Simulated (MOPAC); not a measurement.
Job for MOPAC: AM1 on BeF2 (SMILES [F][Be][F]), a point of a bond scan (R = 2.072 Å).

```
AM1 1SCF PRECISE CHARGE=0 THREADS=1
BeF2

Be     0.00000000 1     0.00000000 1     0.00000000 1
F     -0.00000000 1    -0.00000000 1    -2.07175183 1
F      0.00000000 1     0.00000000 1     1.38116789 1
```

It printed:

```
*******************************************************************************
 **                                                                           **
 **                              MOPAC v23.2.5                                **
 **                                                                           **
 *******************************************************************************
 ** MOPAC's Digital Object Identifier: https://doi.org/10.5281/zenodo.6511958 **
 **                                                                           **
 ** Please cite the open-source release paper for use of this MOPAC version:  **
 ** J. E. Moussa and J. J. P. Stewart (2026)                                  **
 ** MOPAC: An open-source semiempirical molecular orbital program             **
 ** J. Open Source Softw., 11(119), 8025, https://doi.org/10.21105/joss.08025 **
 *******************************************************************************

                              AM1 CALCULATION RESULTS

 *******************************************************************************
 *  AM1        - The AM1 Hamiltonian to be used
 *
 *
 *
 *                 CHARGE ON SYSTEM = 0
 *
 *
 *
 *  PRECISE    - TIGHTER CRITERIA TO BE USED
 *  1SCF       - DO 1 SCF AND THEN STOP
 *  THREADS=1  - MULTI-THREADING NOT USED
 *  T=         - A TIME OF 172800.0 SECONDS REQUESTED
 *  DUMP=N     - RESTART FILE WRITTEN EVERY 7200.0 SECONDS REQUESTED
 *******************************************************************************
AM1 1SCF PRECISE CHARGE=0 THREADS=1
 BeF2

   ATOM   CHEMICAL          X               Y               Z
  NUMBER   SYMBOL      (ANGSTROMS)     (ANGSTROMS)     (ANGSTROMS)

     1      Be          0.00000000  *   0.00000000  *   0.00000000  *
     2       F         -0.00000000  *  -0.00000000  *  -2.07175183  *
     3       F          0.00000000  *   0.00000000  *   1.38116789  *



          CARTESIAN COORDINATES

    NO.       ATOM           X           Y           Z

     1        Be          0.0000      0.0000      0.0000
     2         F         -0.0000     -0.0000     -2.0718
     3         F          0.0000      0.0000      1.3812

 Be: (AM1): J. J. P. STEWART, J. MOL. MOD., 10, 155-164 (2004)
  F: (AM1): M.J.S. DEWAR AND E. G. ZOEBISCH, THEOCHEM, 180, 1 (1988).

           Empirical Formula: Be F2  =     3 atoms



      MOLECULAR POINT GROUP   :   C*v


      RHF CALCULATION, NO. OF DOUBLY OCCUPIED LEVELS = 8


 -------------------------------------------------------------------------------
 AM1 1SCF PRECISE CHARGE=0 THREADS=1
 BeF2



     1SCF WAS SPECIFIED, SO BFGS WAS NOT USED
     SCF FIELD WAS ACHIEVED


                              AM1 CALCULATION
                                                       MOPAC v23.2.5 Linux




          FINAL HEAT OF FORMATION =       -110.42409 KCAL/MOL =    -462.01439 KJ/MOL


          COSMO AREA              =         81.81 SQUARE ANGSTROMS
          COSMO VOLUME            =         63.57 CUBIC ANGSTROMS

          IONIZATION POTENTIAL    =         11.670811 EV
          HOMO LUMO ENERGIES (EV) =        -11.671 -0.567
          NO. OF FILLED LEVELS    =          8
          MOLECULAR WEIGHT        =         47.0090         POINT GROUP:  C*v

          MOLECULAR DIMENSIONS (Angstroms)

            Atom       Atom       Distance
            F     3    F     2     3.45292
            F     3    F     2     0.00000
           Be     1    F     2     0.00000


          SCF CALCULATIONS        =          1





   ATOM   CHEMICAL          X               Y               Z
  NUMBER   SYMBOL      (ANGSTROMS)     (ANGSTROMS)     (ANGSTROMS)

     1      Be          0.00000000  *   0.00000000  *   0.00000000  *
     2       F         -0.00000000  *  -0.00000000  *  -2.07175183  *
     3       F          0.00000000  *   0.00000000  *   1.38116789  *

                             CARTESIAN COORDINATES

   1   Be        0.000000000     0.000000000     0.000000000
   2    F       -0.000000000    -0.000000000    -2.071751830
   3    F        0.000000000     0.000000000     1.381167890


           Empirical Formula: Be F2  =     3 atoms



      MOLECULAR POINT GROUP   :   C*v


                  EIGENVALUES
 -48.75702 -42.81219 -15.03099 -15.03099 -14.97552 -11.80030 -11.67081 -11.67081
  -0.56650   1.24700   1.24700   4.47081


              NET ATOMIC CHARGES AND DIPOLE CONTRIBUTIONS

  ATOM NO.   TYPE          CHARGE      No. of ELECS.   s-Pop       p-Pop
    1         Be           0.829500        1.1705     0.40711     0.76339
    2          F          -0.457902        7.4579     1.93422     5.52368
    3          F          -0.371598        7.3716     1.81185     5.55975
 DIPOLE           X         Y         Z       TOTAL
 POINT-CHG.     0.000     0.000     2.091     2.091
 HYBRID        -0.000    -0.000     0.860     0.860
 SUM           -0.000    -0.000     2.951     2.951


          ATOMIC ORBITAL ELECTRON POPULATIONS

     Atom    s        px        py        pz
    1 Be   0.40711   0.21162   0.21162   0.34014
    2  F   1.93422   1.95922   1.95922   1.60524
    3  F   1.81185   1.82916   1.82916   1.90144

 **********************
 *                    *
 * JOB ENDED NORMALLY *
 *                    *
 **********************




 == MOPAC DONE ==
```

The run finished.

Cost: around 0.020 core-seconds (rough).
